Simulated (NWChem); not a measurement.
System: diselenium (Se₂, triplet); SMILES [Se]=[Se]

Program: NWChem. Spin-unrestricted. All runs use the structure optimised with PBE0/def2-SVP, spin-unrestricted. No stability test was run on the SCF state. Vertical excitations in the gas phase; the lowest state need not have the same character in each row. Excited states of an open shell can be spin-contaminated.

For level LDA (Slater exchange, VWN5)/def2-SVPD, TDA:

```yaml
lowest excitation (eV): 2.86
lowest empty minus highest occupied level, either spin (eV): 0.86
```

**Question.** What are these values for level LRC-wPBEh/def2-SVPD, TDA?

**Answer.** lowest excitation (eV): 2.50
lowest empty minus highest occupied level, either spin (eV): 6.56
